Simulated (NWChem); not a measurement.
System: C$_{2}$H$_{6}$OSi$_{2}$; SMILES C1C([SiH2][SiH2]1)=O

Input file for NWChem:

```
start job
memory heap 200 mb stack 900 mb global 1100 mb
geometry units angstroms noautoz
  O      0.506102    -2.203810     0.525707
  C      0.298792    -1.117170     0.061793
  C      1.359006    -0.094252    -0.346817
  Si     0.408860     1.496607     0.168543
  Si    -1.353679    -0.032126    -0.075346
  H      2.366074    -0.326534     0.032884
  H      1.396105    -0.076610    -1.453626
  H      0.578617     2.650348    -0.760991
  H      0.691550     1.906417     1.575546
  H     -1.920118    -0.069154    -1.460007
  H     -2.428504    -0.267407     0.931820
end
basis spherical
  O library def2-svp
  C library def2-svp
  Si library def2-svp
  H library def2-svp
end
dft
  xc pbe0
  iterations 150
  mulliken
end
task dft energy
```

Output (shortened):

```
             Northwest Computational Chemistry Package (NWChem) 7.3.0
             --------------------------------------------------------

 C1  symmetry detected

                             Geometry "geometry" -> ""
                             -------------------------

 Output coordinates in angstroms (scale by  1.889725989 to convert to a.u.)

  No.       Tag          Charge          X              Y              Z
 ---- ---------------- ---------- -------------- -------------- --------------
    1 O                    8.0000     0.40882837    -2.23671788     0.31002399
    2 C                    6.0000     0.23033124    -1.11360160    -0.07172034
    3 C                    6.0000     1.31708386    -0.10310679    -0.43947850
    4 Si                  14.0000     0.44141716     1.48072188     0.21159776
    5 Si                  14.0000    -1.38320996     0.03664833    -0.08578681
    6 H                    1.0000     2.32439824    -0.39715190    -0.10605843
    7 H                    1.0000     1.32551626    -0.00946919    -1.54305208
    8 H                    1.0000     0.62978958     2.68982718    -0.64078091
    9 H                    1.0000     0.77645714     1.78082069     1.63469446
   10 H                    1.0000    -1.98708638     0.11674486    -1.45269138
   11 H                    1.0000    -2.43909319    -0.22996125     0.93353612

 Effective nuclear repulsion energy (a.u.)     268.2441271572

                                 NWChem DFT Module
                                 -----------------

 Summary of "ao basis" -> "ao basis" (spherical)
 ------------------------------------------------------------------------------
       Tag                 Description            Shells   Functions and Types
 ---------------- ------------------------------  ------  ---------------------
 O                          def2-svp                 6       14   3s2p1d
 C                          def2-svp                 6       14   3s2p1d
 Si                         def2-svp                 8       18   4s3p1d
 H                          def2-svp                 3        5   2s1p

            General Information
            -------------------
          SCF calculation type: DFT
          Wavefunction type:  closed shell.
          No. of atoms     :    11
          No. of electrons :    54
           Alpha electrons :    27
            Beta electrons :    27
          Charge           :     0
          Spin multiplicity:     1
          Use of symmetry is: off; symmetry adaption is: off
          Maximum number of iterations: 150
          AO basis - number of functions:   108
                     number of shells:    52
          Convergence on energy requested:  1.00D-06
          Convergence on density requested:  1.00D-05
          Convergence on gradient requested:  5.00D-04

              XC Information
              --------------
                         PBE0 Method XC Functional
                     Hartree-Fock (Exact) Exchange  0.250
          PerdewBurkeErnzerhof Exchange Functional  0.750
            Perdew 1991 LDA Correlation Functional  1.000 local
           PerdewBurkeErnz. Correlation Functional  1.000 non-local

             Grid Information
             ----------------
          Grid used for XC integration:  medium
          Radial quadrature: Mura-Knowles
          Angular quadrature: Lebedev.
          Tag              B.-S. Rad. Rad. Pts. Rad. Cut. Ang. Pts.
          ---              ---------- --------- --------- ---------
          O                   0.60       49          12.0       434
          C                   0.70       49          11.0       434
          Si                  1.10       88          10.0       590
          H                   0.35       45          12.0       434
          Grid pruning is: on
          Number of quadrature shells:   593
          Spatial weights used:  Erf1

      Superposition of Atomic Density Guess
      -------------------------------------

 Sum of atomic energies:        -730.41353765

      Non-variational initial energy
      ------------------------------

 Total energy =    -732.743453
 1-e energy   =   -1541.735662
 2-e energy   =     540.748082
 HOMO         =      -0.262469
 LUMO         =      -0.044129

     ---------------------------------------------
      Total Density - Mulliken Population Analysis
     ---------------------------------------------

    Atom       Charge   Shell Charges
 -----------   ------   -------------------------------------------------------
    1 O    8     8.69   1.99  1.14  0.67  3.06  1.82  0.01
    2 C    6     5.60   1.99  0.96  0.37  1.53  0.67  0.08
    3 C    6     6.46   1.99  0.99  0.27  2.06  1.14  0.02
    4 Si  14    13.65   2.00  1.99  1.02  0.29  5.94  1.12  1.17  0.13
    5 Si  14    13.71   2.00  1.99  1.04  0.29  5.94  1.14  1.20  0.10
    6 H    1     0.88   0.65  0.20  0.02
    7 H    1     0.83   0.63  0.18  0.03
    8 H    1     1.05   0.69  0.35  0.01
    9 H    1     1.05   0.69  0.35  0.01
   10 H    1     1.04   0.68  0.35  0.01
   11 H    1     1.05   0.68  0.36  0.01

   convergence    iter        energy       DeltaE   RMS-Dens  Diis-err
 ---------------- ----- ----------------- --------- --------- ---------
 d= 0,ls=0.0,diis     1   -733.1647085416 -1.00D+03  1.94D-02  8.46D-01
 d= 0,ls=0.0,diis     2   -732.8505018271  3.14D-01  1.40D-02  4.10D+00
 d= 0,ls=0.0,diis     3   -733.2740345622 -4.24D-01  1.44D-03  1.96D-02
 d= 0,ls=0.0,diis     4   -733.2753525858 -1.32D-03  7.30D-04  6.97D-03
 d= 0,ls=0.0,diis     5   -733.2762077041 -8.55D-04  1.45D-04  2.73D-04
  Resetting Diis
 d= 0,ls=0.0,diis     6   -733.2762447300 -3.70D-05  4.35D-05  1.60D-05
 d= 0,ls=0.0,diis     7   -733.2762468662 -2.14D-06  3.76D-05  2.29D-06
 d= 0,ls=0.0,diis     8   -733.2762466527  2.13D-07  1.81D-05  4.47D-06
 d= 0,ls=0.0,diis     9   -733.2762472067 -5.54D-07  2.77D-06  1.51D-07

         Total DFT energy =     -733.276247206654
      One electron energy =    -1545.320917904274
           Coulomb energy =      606.822515139880
    Exchange-Corr. energy =      -63.021971599453
 Nuclear repulsion energy =      268.244127157193

 Numeric. integr. density =       54.000014552467

                       DFT Final Molecular Orbital Analysis
                       ------------------------------------

 Vector   25  Occ=2.000000D+00  E=-3.423559D-01
              MO Center=  6.3D-01,  1.8D-01,  9.9D-02, r^2= 3.9D+00
   Bfn.  Coefficient  Atom+Function         Bfn.  Coefficient  Atom+Function
  ----- ------------  ---------------      ----- ------------  ---------------
    33     -0.277705   3 C  py                6      0.269509   1 O  pz
    51      0.226945   4 Si py               94      0.189047   9 H  s
     9      0.183188   1 O  pz               34     -0.169849   3 C  pz
    54      0.162532   4 Si py               36     -0.157710   3 C  py
    17      0.154929   2 C  s                19      0.148125   2 C  py

 Vector   26  Occ=2.000000D+00  E=-3.009296D-01
              MO Center= -3.7D-01,  5.6D-01,  1.9D-02, r^2= 3.6D+00
   Bfn.  Coefficient  Atom+Function         Bfn.  Coefficient  Atom+Function
  ----- ------------  ---------------      ----- ------------  ---------------
    50      0.272501   4 Si px               53      0.239029   4 Si px
    68     -0.218777   5 Si px               71     -0.186533   5 Si px
    69     -0.168267   5 Si py               32     -0.167417   3 C  px
    63     -0.158011   5 Si s                72     -0.157935   5 Si py
    31      0.152009   3 C  s                47     -0.147597   4 Si px

 Vector   27  Occ=2.000000D+00  E=-2.434013D-01
              MO Center=  1.0D-01, -1.1D+00,  6.0D-02, r^2= 3.2D+00
   Bfn.  Coefficient  Atom+Function         Bfn.  Coefficient  Atom+Function
  ----- ------------  ---------------      ----- ------------  ---------------
     4      0.476340   1 O  px                7      0.369727   1 O  px
    31     -0.314478   3 C  s                17      0.236760   2 C  s
    18     -0.211491   2 C  px               69     -0.205546   5 Si py
    33      0.185263   3 C  py               72     -0.184872   5 Si py
    63      0.156774   5 Si s                32      0.147463   3 C  px

 Vector   28  Occ=0.000000D+00  E=-5.157706D-02
              MO Center= -6.0D-03, -6.2D-01, -7.6D-02, r^2= 3.9D+00
   Bfn.  Coefficient  Atom+Function         Bfn.  Coefficient  Atom+Function
  ----- ------------  ---------------      ----- ------------  ---------------
   100      0.440407  10 H  s                73      0.424702   5 Si pz
    20      0.351338   2 C  pz               90      0.351193   8 H  s
    23      0.331210   2 C  pz                9     -0.322069   1 O  pz
     6     -0.319421   1 O  pz               64     -0.289725   5 Si s
   105     -0.283654  11 H  s                54     -0.268838   4 Si py

 Vector   29  Occ=0.000000D+00  E=-3.637059D-04
              MO Center= -8.6D-01,  5.7D-01,  5.1D-03, r^2= 4.9D+00
   Bfn.  Coefficient  Atom+Function         Bfn.  Coefficient  Atom+Function
  ----- ------------  ---------------      ----- ------------  ---------------
    72      0.992364   5 Si py               53      0.764797   4 Si px
    17      0.642969   2 C  s                46     -0.356558   4 Si s
    64      0.332111   5 Si s                31     -0.325324   3 C  s
    45     -0.296257   4 Si s                69      0.241628   5 Si py
    22      0.230202   2 C  py               50      0.195605   4 Si px

 Vector   30  Occ=0.000000D+00  E= 1.665006D-02
              MO Center= -1.0D-01,  1.1D+00,  1.4D-02, r^2= 5.0D+00
   Bfn.  Coefficient  Atom+Function         Bfn.  Coefficient  Atom+Function
  ----- ------------  ---------------      ----- ------------  ---------------
    31      1.078452   3 C  s                71     -0.760310   5 Si px
    54      0.714071   4 Si py               55      0.548647   4 Si pz
    95     -0.528559   9 H  s                17      0.517171   2 C  s
    53     -0.514682   4 Si px              105     -0.445223  11 H  s
    36      0.375102   3 C  py               85     -0.341970   7 H  s

     ---------------------------------------------
      Total Density - Mulliken Population Analysis
     ---------------------------------------------

    Atom       Charge   Shell Charges
 -----------   ------   -------------------------------------------------------
    1 O    8     8.19   1.99  1.11  0.67  2.81  1.60  0.02
    2 C    6     6.07   1.99  0.95  0.35  1.94  0.75  0.09
    3 C    6     6.27   1.99  0.90  0.27  2.10  0.99  0.02
    4 Si  14    13.77   2.00  1.98  1.05  0.24  5.93  1.32  1.09  0.17
    5 Si  14    13.78   2.00  1.98  1.07  0.24  5.93  1.33  1.09  0.14
    6 H    1     0.91   0.72  0.17  0.02
    7 H    1     0.89   0.71  0.15  0.03
    8 H    1     1.04   0.72  0.30  0.01
    9 H    1     1.03   0.72  0.30  0.01
   10 H    1     1.02   0.72  0.29  0.01
   11 H    1     1.03   0.72  0.30  0.01

     -------------------------------------------
      Total Density - Lowdin Population Analysis
     -------------------------------------------

    Atom       Charge   Shell Charges
 -----------   ------   -------------------------------------------------------
    1 O    8     8.13   1.97  0.93  0.64  2.68  1.87  0.03
    2 C    6     6.06   1.97  0.65  0.35  1.77  1.12  0.20
    3 C    6     6.26   1.96  0.62  0.33  1.91  1.37  0.06
    4 Si  14    13.67   2.00  1.93  0.68  0.36  5.82  1.34  1.29  0.25
    5 Si  14    13.71   2.00  1.94  0.71  0.37  5.82  1.35  1.32  0.22
    6 H    1     0.96   0.62  0.26  0.07
    7 H    1     0.93   0.61  0.25  0.07
    8 H    1     1.08   0.63  0.42  0.03
    9 H    1     1.07   0.63  0.42  0.03
   10 H    1     1.07   0.63  0.42  0.03
   11 H    1     1.07   0.63  0.42  0.03

     Multipole analysis of the density
     ---------------------------------

     L   x y z        total         alpha         beta         nuclear
     -   - - -        -----         -----         ----         -------
     0   0 0 0     -0.000000    -27.000000    -27.000000     54.000000

     1   1 0 0     -0.036138     -0.018069     -0.018069     -0.000000
     1   0 1 0      0.904018      0.452009      0.452009      0.000000
     1   0 0 1     -0.324474     -0.162237     -0.162237      0.000000

     2   2 0 0    -32.871892   -122.915073   -122.915073    212.958253
     2   1 1 0      0.732739     -1.850650     -1.850650      4.434038
     2   1 0 1     -0.590253      0.429327      0.429327     -1.448907
     2   0 2 0    -39.238678   -178.304654   -178.304654    317.370631
     2   0 1 1      1.047306     -0.201264     -0.201264      1.449834
     2   0 0 2    -33.554335    -36.677598    -36.677598     39.800862
```

Level: PBE0/def2-SVP. Structure relaxed at the PBE0/def2-SVP level.
